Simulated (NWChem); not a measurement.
Species: disilazane (Si2NH7); SMILES [SiH3]N[SiH3]

Computed with NWChem. Pople sets run with spherical d functions. The geometry was optimised at PBE0/def2-SVP. Level: PBE0/6-31G* with SMD (1 M gas to 1 M solution), gas-phase geometry. Reactions with the solvent are ignored.

```json
[
 {"solvent": "water", "dielectric constant": "78.4", "solvation free energy (kcal/mol)": "1.5", "cavity-dispersion-structure term (kcal/mol)": "3.8", "dipole in solution (D)": "1.24"},
 {"solvent": "ethylene glycol", "dielectric constant": "40.2", "solvation free energy (kcal/mol)": "-0.4", "cavity-dispersion-structure term (kcal/mol)": "1.9", "dipole in solution (D)": "1.24"},
 {"solvent": "dimethyl sulfoxide", "dielectric constant": "46.8", "solvation free energy (kcal/mol)": "-0.7", "cavity-dispersion-structure term (kcal/mol)": "1.6", "dipole in solution (D)": "1.24"},
 {"solvent": "1,4-dioxane", "dielectric constant": "2.21", "solvation free energy (kcal/mol)": "-0.4", "cavity-dispersion-structure term (kcal/mol)": "0.8", "dipole in solution (D)": "1.08"},
 {"solvent": "chloroform", "dielectric constant": "4.71", "solvation free energy (kcal/mol)": "-2.1", "cavity-dispersion-structure term (kcal/mol)": "-0.2", "dipole in solution (D)": "1.16"},
 {"solvent": "cyclohexanone", "dielectric constant": "15.6", "solvation free energy (kcal/mol)": "___", "cavity-dispersion-structure term (kcal/mol)": "0.9", "dipole in solution (D)": "1.22"}
]
```

### Question
What belongs in the gaps?

### Answer

- cyclohexanone, solvation free energy (kcal/mol): -1.3
